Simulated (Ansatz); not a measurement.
**Molecular dynamics of CH₄BFO**

The input (input.yaml):

```yaml
crystal:
  periodic: [false, false, false]
  atoms:
    - { symbol: B, position_ang: [0.007168, -0.071736, 0.047281] }
    - { symbol: O, position_ang: [-0.004899, 0.080578, 1.406717] }
    - { symbol: H, position_ang: [-0.904881, -0.154993, 1.753574] }
    - { symbol: C, position_ang: [1.377972, 0.008197, -0.789207] }
    - { symbol: H, position_ang: [1.624423, -1.066793, -1.092378] }
    - { symbol: H, position_ang: [1.287273, 0.612884, -1.731542] }
    - { symbol: H, position_ang: [2.158245, 0.498409, -0.157587] }
    - { symbol: F, position_ang: [-1.108936, -0.287451, -0.668478] }
basis:
  gaussian: { orbitals: "6-31G*" }
hamiltonian:
  xc: b3lyp
  dispersion: d4
md:
  timestep: 1.0
  n_steps: 100
  ensemble: nvt_langevin
  temperature: 300.0
  initial_velocities: maxwell_boltzmann
  seed: 458180
  friction: 0.001
```

Run as:

```bash
$ ansatz run input.yaml --threads 1 --pin off --max-ram 2048MiB --backend cpu --events-out ev --progress --plain --runs-dir out
```

It goes on from the last frame of an earlier run, with new velocities.

Output, in part (step lines, the closing report, with atoms numbered from 0):

```
md step     0: t =     0.00 fs  T =   262.5 K  F+E_penalty+E_count = -6545.78706135 eV  E_kin = 0.271446 eV  (23 SCF iters)
[... lines left out ...]
Total energy: -6545.79221149 eV, -240.5534268750 hartree
Atom 0 at     0.026227    -0.090298    -0.013791 Å, force     0.318292    -0.108167     1.815247 eV/Å
Atom 1 at    -0.307869    -0.405919     1.280762 Å, force     0.162775    -0.275135    -0.555864 eV/Å
Atom 2 at    -1.230059    -0.690447     1.267907 Å, force    -0.391053     0.089668     0.359744 eV/Å
Atom 3 at     1.509850     0.145377    -0.366037 Å, force     1.574626     0.290641    -0.337132 eV/Å
Atom 4 at     2.104043    -0.799591    -0.549531 Å, force    -0.638322     0.750758     0.408786 eV/Å
Atom 5 at     1.544845     0.685008    -1.325456 Å, force     0.252619     0.110443     0.198180 eV/Å
Atom 6 at     2.059608     0.754154     0.429595 Å, force    -0.697212    -0.815630    -0.963338 eV/Å
Atom 7 at    -0.973104     0.067974    -0.862577 Å, force    -0.581725    -0.042578    -0.925622 eV/Å
Dipole moment:    -0.075988    -0.093500    -0.031638 e Å
```

The steps, from the saved trajectory:

| time (fs) | T (K) | potential energy less start (eV) |
| --- | --- | --- |
| 0 | 262 | 0.000 |
| 3 | 246 | 0.023 |
| 6 | 237 | 0.041 |
| 9 | 354 | -0.064 |
| 12 | 235 | 0.064 |
| 15 | 195 | 0.107 |
| 18 | 249 | 0.053 |
| 21 | 306 | -0.018 |
| 24 | 216 | 0.074 |
| 27 | 204 | 0.083 |
| 30 | 354 | -0.088 |
| 33 | 236 | 0.034 |
| 36 | 227 | 0.060 |
| 39 | 189 | 0.106 |
| 42 | 324 | -0.035 |
| 45 | 189 | 0.109 |
| 48 | 252 | 0.032 |
| 51 | 275 | 0.016 |
| 54 | 265 | 0.030 |
| 57 | 283 | 0.005 |
| 60 | 212 | 0.091 |
| 63 | 328 | -0.033 |
| 66 | 252 | 0.039 |
| 69 | 321 | -0.037 |
| 72 | 152 | 0.142 |
| 75 | 239 | 0.044 |
| 78 | 246 | 0.043 |
| 81 | 227 | 0.087 |
| 84 | 266 | 0.041 |
| 87 | 300 | 0.010 |
| 90 | 368 | -0.071 |
| 93 | 187 | 0.129 |
| 96 | 301 | -0.001 |
| 99 | 247 | 0.060 |

The run went to its last step. The mean temperature of the second half is 13 % below the set value. A run of 0.1 ps of so small a system gives no equilibrium averages.

The same pairs are bonded in the first frame and the last. Pairs count as bonded within 1.25 times the sum of covalent radii (0.12 Å more for H–H).

Last frame:

```xyz
8
Properties=species:S:1:pos:R:3
B 0.026 -0.090 -0.014
O -0.308 -0.406 1.281
H -1.230 -0.690 1.268
C 1.510 0.145 -0.366
H 2.104 -0.800 -0.549
H 1.545 0.685 -1.325
H 2.060 0.754 0.430
F -0.973 0.068 -0.863
```

The run took 3.4 min on 1 thread of Arm Neoverse V1, with other jobs on the host, peak memory 0.12 GiB.
